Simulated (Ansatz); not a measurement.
Basis-set extrapolation for `B[SiH2][SiH](C)Cl` (PBE0-D4/def2-TZVP geometry, frozen core, Ansatz 0.2.0). Multiplicity 1, RHF reference.

|  | def2-TZVPP | def2-QZVPP |
| --- | --- | --- |
| HF | -1104.645887 | -1104.679328 |
| MP2 correlation | -0.729723 | -0.785783 |
| CCSD(T) correlation | -0.837759 | not run |

Energies in hartree. Use E(X) = E(∞) + A·exp(−7.88·√X) for Hartree–Fock and E(X) = E(∞) + B·X^(−2.97) for correlation, with X = 3 and 4, and add CCSD(T) minus MP2 of the smaller set to the MP2 limit.

**Question.** What is the CCSD(T) energy at the basis-set limit?

**Answer.** HF limit: -1104.679328 + (-0.033441) × 0.13774 = -1104.68393. MP2 limit: -0.785783 + (-0.056060) × 0.74074 = -0.82731. Higher-order term: -0.837759 − (-0.729723) = -0.10804. Total: -1105.61928 hartree, 356.1 kJ/mol below CCSD(T)/def2-TZVPP.
